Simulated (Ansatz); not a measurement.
C$_{2}$H$_{10}$AlNSi, SMILES `C[SiH](N)[CH2][AlH2]` at its PBE0-D4/def2-TZVP geometry, where that method's forces vanish. Total charge 0; spin multiplicity 1.

```xyz
15

C    -1.7614   -0.4367    0.1134
Si   -0.0276   -0.8986   -0.4211
N     0.2361   -0.3015   -2.0165
C     1.1747   -0.2326    0.8513
Al    0.8589    1.6473    1.2248
H    -2.5096   -0.8977   -0.5348
H    -1.9162    0.6479    0.0600
H    -1.9581   -0.7487    1.1428
H     0.0996   -2.3799   -0.5347
H     0.2117    0.6877   -2.2083
H     0.9029   -0.7622   -2.6136
H     2.1850   -0.3707    0.4462
H     1.0997   -0.8151    1.7765
H     0.9799    2.7110    0.0456
H     0.4243    2.1499    2.6684
```

Task: What forces (eV/Å) does ωB97M-V/def2-TZVPP give on these atoms in the Gaussian-basis code of Ansatz? (Estimate.)

Result: The calculation gave: 
```
C1  -0.034  0.000  0.006
Si2  0.005 -0.193  0.087
N3   0.025  0.037 -0.043
C4   0.004 -0.009  0.010
Al5 -0.025  0.126  0.038
H6   0.050  0.035  0.048
H7   0.011 -0.050  0.004
H8   0.011  0.021 -0.063
H9  -0.014  0.148  0.011
H10  0.002 -0.015 -0.014
H11 -0.011  0.018 -0.003
H12 -0.061  0.004  0.027
H13  0.006  0.033 -0.067
H14 -0.015 -0.103  0.105
H15  0.044 -0.051 -0.147
```
